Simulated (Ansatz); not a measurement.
C4H2F4, SMILES `FC(F)=CC=C(F)F`. Charge 0, multiplicity 1. Geometry: relaxed with PBE0-D4/def2-TZVP. It is one conformer, not always the lowest.

```xyz
10

F     2.772   -1.090   -0.180
C     1.513   -0.887   -0.490
F     1.190   -1.576   -1.561
C     0.690   -0.100    0.185
C    -0.690    0.100   -0.185
C    -1.513    0.887    0.490
F    -1.190    1.576    1.561
F    -2.772    1.090    0.180
H     1.099    0.405    1.050
H    -1.099   -0.405   -1.050
```

Q: What is the dipole moment at B3LYP/def2-TZVPP? (Best estimate.)

A: The calculation gave: 0.00 D, zero by symmetry or nearly so.

Q: Give the Mulliken charges with B3LYP, r2SCAN, ωB97M-V in def2-TZVPP. (Best estimate.)

A: The calculation gave: 
| atom | B3LYP | r2SCAN | ωB97M-V |
| --- | --- | --- | --- |
| F1 | -0.16 | -0.16 | -0.16 |
| C2 | 0.41 | 0.41 | 0.37 |
| F3 | -0.17 | -0.17 | -0.16 |
| C4 | -0.21 | -0.19 | -0.17 |
| C5 | -0.21 | -0.19 | -0.17 |
| C6 | 0.41 | 0.41 | 0.37 |
| F7 | -0.17 | -0.17 | -0.16 |
| F8 | -0.16 | -0.16 | -0.16 |
| H9 | 0.13 | 0.11 | 0.12 |
| H10 | 0.13 | 0.11 | 0.12 |

B3LYP here is the variant with VWN-RPA as its local correlation; programs differ in this.

Program: Ansatz 0.2.0.
